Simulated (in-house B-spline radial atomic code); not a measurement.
Configurations of the magnesium ion Mg⁶⁺, with energies counted from [He] 2s2 (2p1/2)2. Method: Dirac-Hartree-Fock, average of each configuration as written, Fermi nucleus of rms radius 3.057 fm. Calculated with a B-spline radial code for spherical atoms. Energies include first-order Breit, QED and recoil terms.

Occupations are held fixed; configurations that lie above the ionisation limit could autoionise.

```
                      configuration  E - E(ref) (eV)  highest orbital  its <r> (bohr)
                  [He] 2s2 (2p3/2)2         -0.67868            2p3/2          0.5465
         [He] 2s2 (2p1/2)1 (3d5/2)1           144.22            3d5/2           1.418
         [He] 2s1 (2p1/2)2 (3d5/2)1           170.45            3d5/2           1.429
              [He] 2s2 (2p3/2)1 4s1           171.92            4s1/2           2.904
         [He] 2s2 (2p3/2)1 (6g7/2)1           202.82            6g7/2           6.284
[He] 2s1 (2p1/2)1 (2p3/2)1 (5f5/2)1            218.2            5f5/2           4.485
         [He] 2s1 (2p1/2)2 (5d5/2)1           219.55            5d5/2           4.815
         [He] 2s1 (2p3/2)2 (6d3/2)1           227.23            6d3/2           7.144
```

Order these further configurations by energy, lowest first.
A. [He] 2s1 (2p1/2)1 (2p3/2)1 (6g9/2)1
B. [He] 2s2 (2p1/2)1 (6d3/2)1
C. [He] 2s2 (2p1/2)1 (2p3/2)1
D. [He] 2s1 (2p1/2)2 (5g7/2)1
E. [He] 2s1 (2p3/2)2 (5p1/2)1

C (-1.778 eV), B (201.97 eV), E (217.36 eV), D (220.09 eV), A (226.41 eV).

How far above the reference does [He] 2s2 (2p3/2)1 (5d5/2)1 lie?

193.97 eV; its least bound orbital is 5d5/2 with <r> = 4.788 bohr.

How far above the reference does [He] 2s2 (2p3/2)1 5s1 lie?

190.85 eV; its least bound orbital is 5s1/2 with <r> = 4.696 bohr.

How far above the reference does [He] 2s1 (2p1/2)2 (6f5/2)1 lie?

228.2 eV; its least bound orbital is 6f5/2 with <r> = 6.835 bohr.

Is the reference the lowest configuration at this level of theory?

No: [He] 2s2 (2p1/2)1 (2p3/2)1 lies 1.778 eV lower. Averages of configurations without correlation can order differently from the measured ground levels.
